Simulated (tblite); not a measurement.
Species: C6H9ClOSi.
Atom-mapped SMILES: `[CH3:1][C:2]#[C:3][CH2:4][C:5](=[O:6])[SiH2:7][CH2:8][Cl:9]` (hydrogens: H10, H11, H12 on C1; H13, H14 on C4; H15, H16 on Si7; H17, H18 on C8)

A start from a force field or distance geometry was refined with GFN2-xTB geometry optimisation, gas phase in tblite. Values at the start:

| coordinate | start |
| --- | --- |
| C1–C2 | 1.464 Å |
| C1–H10 | 1.114 Å |
| C2≡C3 | 1.216 Å |
| C3–C4 | 1.491 Å |
| C4–C5 | 1.501 Å |
| C4–H13 | 1.124 Å |
| C5=O6 | 1.220 Å |
| C5–Si7 | 1.870 Å |
| Si7–C8 | 1.853 Å |
| Si7–H15 | 1.478 Å |
| C8–Cl9 | 1.785 Å |
| C8–H17 | 1.135 Å |
| C1–C2–C3 | 178.5° |
| C2–C3–C4 | 177.5° |
| C3–C4–C5 | 104.3° |
| C4–C5–O6 | 123.9° |
| C4–C5–Si7 | 114.4° |
| C5–Si7–C8 | 110.7° |
| O6–C5–Si7 | 121.7° |
| Si7–C8–Cl9 | 109.3° |
| C3–C4–C5–O6 | -112° |
| C4–C5–Si7–C8 | 130° |
| C5–Si7–C8–Cl9 | 113° |

Problem. How do these coordinates change at the GFN2-xTB level?

Solution. 
| coordinate | GFN2-xTB (Å or °) | change |
| --- | --- | --- |
| C5–Si7 | 1.929 | +0.059 |
| Si7–C8 | 1.907 | +0.054 |
| C8–H17 | 1.088 | -0.047 |
| C3–C4 | 1.447 | -0.044 |
| C4–H13 | 1.094 | -0.030 |
| C1–H10 | 1.089 | -0.025 |
| C1–C2 | 1.446 | -0.018 |
| C2≡C3 | 1.199 | -0.017 |
| Si7–H15 | 1.462 | -0.016 |
| C4–C5 | 1.516 | +0.015 |
| C5=O6 | 1.209 | -0.011 |
| C8–Cl9 | 1.786 | +0.001 |
| C3–C4–C5 | 112.2 | +7.9 |
| C5–Si7–C8 | 104.9 | -5.8 |
| C4–C5–Si7 | 117.5 | +3.1 |
| C4–C5–O6 | 121.5 | -2.4 |
| C2–C3–C4 | 179.2 | +1.7 |
| C1–C2–C3 | 179.5 | +1.0 |
| O6–C5–Si7 | 121.0 | -0.7 |
| Si7–C8–Cl9 | 109.2 | -0.1 |
| C5–Si7–C8–Cl9 | 179 | +66 |
| C3–C4–C5–O6 | -149 | -37 |
| C4–C5–Si7–C8 | 159 | +29 |

The energy falls by 0.490 eV over 117 L-BFGS steps, the largest force on an atom goes from 2.24 to 0.007 eV/Å, and the atoms move by 0.572 Å rms after alignment. The bond that changes most is C5–Si7 (carbonyl carbon to SiH2 silicon), which lengthens by 0.059 Å. Bonds longer at the end by more than 0.005 Å: 3 of 17; shorter: 12. Among the dihedrals that turn most is C5–Si7–C8–Cl9, from 113° to 179°. Rotational constants go from 2065, 479.8, 426.1 to 1638, 527.7, 409.0 MHz.

GFN2-xTB frequencies show an imaginary mode (22i cm⁻¹), so the point is no minimum at that level. 3 starts were optimised and ended at 0.00, 0.31 and 1.74 kcal/mol (GFN2-xTB); the lowest of these is shown.

The numbers are calculated, not measured.
